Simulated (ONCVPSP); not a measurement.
**What the settings do to the ONCV potential of antimony (Sb)**

Base potential:

antimony (Sb), optimised norm-conserving Vanderbilt (ONCV), made with ONCVPSP 4.0.1 (LDA (Perdew-Wang 92), scalar-relativistic). Core [Kr] 4d10, reference 5s2 5p3. Waves: 5s: rc 1.95 bohr, ncon 4, nbas 8, qcut 3.3 1/bohr, local; 5p: rc 2.15 bohr, ncon 4, nbas 7, qcut 3.6 1/bohr, 1 projector. Local part: the s channel. Core correction: none.

Cutoffs, loose and tight: the cutoffs (Ha) at which the residual kinetic energy of the hardest occupied pseudo-wave falls to 1 and 0.1 mHa per electron. They do not see the model core or the augmentation charge, which bear on the density cutoff. Test errors are all-electron minus pseudo excitation energies from the reference, over the configurations 5s2 5p2; 5s2 5p1; 5s2 5p0; 5s1 5p3. A dash means not determined; rows that change the core or the reference have their own tests.

| change | outcome | cutoff, loose | cutoff, tight | bound ghosts | GHOST(+) flags above zero | largest test error (meV) |
| --- | --- | --- | --- | --- | --- | --- |
| base | generated | 12 Ha | 41 Ha | none | none | +122 |
| all radii scaled by about 0.77 (s 1.50, p 1.64 bohr) | failed: optimize: ERROR ps0norm > uunorm, code will stop | – | – | – | – | – |
| all radii scaled by about 0.84 (s 1.64, p 1.80 bohr) | generated | 12 Ha | 58 Ha | none | none | +115 |
| all radii scaled by about 0.92 (s 1.80, p 1.98 bohr) | generated | 11 Ha | 39 Ha | none | none | +118 |
| all radii scaled by about 1.04 (s 2.04, p 2.24 bohr) | generated | 11 Ha | 37 Ha | none | none | +125 |
| all radii scaled by about 1.12 (s 2.18, p 2.40 bohr) | generated | 9.0 Ha | 33 Ha | none | none | +128 |
| all radii scaled by about 1.30 (s 2.54, p 2.80 bohr) | generated | 5.2 Ha | 20 Ha | none | none | +143 |

(1) What comes out with this change to the base: all radii scaled by about 1.19 (s 2.32, p 2.56 bohr)?

(2) What comes out with this change to the base: all radii scaled by about 1.25 (s 2.44, p 2.68 bohr)?

Results:

(1) outcome: generated; cutoff, loose: 6.0 Ha; cutoff, tight: 28 Ha; bound ghosts: none; GHOST(+) flags above zero: none; largest test error (meV): +132.

(2) outcome: generated; cutoff, loose: 5.5 Ha; cutoff, tight: 25 Ha; bound ghosts: none; GHOST(+) flags above zero: none; largest test error (meV): +138.

Reading the sweep of the scale of all radii (base = 1) (base included, trends over the rows without a ghost): The loose cutoff falls from 12 Ha at 0.84 to 5.2 Ha at 1.3, with one reversal. A larger radius leaves more room for a smooth pseudo-wave, so fewer plane waves are needed; a smaller one forces it to follow the all-electron wave where it bends sharply. The median size of the test errors (rows with all tests solved) stays near 23.5 meV. The generation fails at 0.77.
